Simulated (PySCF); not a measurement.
**W⁴⁷⁺: ionisation energy**

W⁴⁷⁺ [Ar] 3d9 [3d3/2^4 3d5/2^5, M_J = 5/2] → W⁴⁸⁺ [Ar] 3d8 [3d3/2^4 3d5/2^4, M_J = 4], as a difference of total energies. Calculation: PySCF 2.14, in an uncontracted even-tempered set (15 s from 12 bohr⁻², ratio 2.8; 13 p from 15 bohr⁻², ratio 2.8; 8 d from 15 bohr⁻², ratio 2.8; 3 f from 57 bohr⁻², ratio 3); the two-component X2C-1e Hamiltonian. Correlated levels: [Ne] frozen; the 78 highest virtual spinors dropped. "Screened" scales the spin-orbit matrix elements by Boettger's factors to mimic the two-electron term; Breit and QED terms are absent.

| method | ionisation energy (eV) |
| --- | --- |
| GHF (spin-free) | 4200.3 |
| GMP2 (spin-free) | 4201.7 |
| GHF (screened spin-orbit) | 4174.9 |
| GMP2 (screened spin-orbit) | 4176.3 |

Breit and QED terms and the two-electron picture change are absent.

The spin-free rows relax to the high-spin LS determinant and lack the spin-orbit shift.

The labels give the starting determinants; with spin-orbit coupling the two ends relaxed to ⟨J²⟩ = 8.75, ⟨L²⟩ = 6.06, ⟨S²⟩ = 0.81 and ⟨J²⟩ = 20.00, ⟨L²⟩ = 13.11, ⟨S²⟩ = 1.80.

For comparison: 4180 ± 4 eV (semi-empirical (NIST evaluation); NIST Atomic Spectra Database, ionization energies).
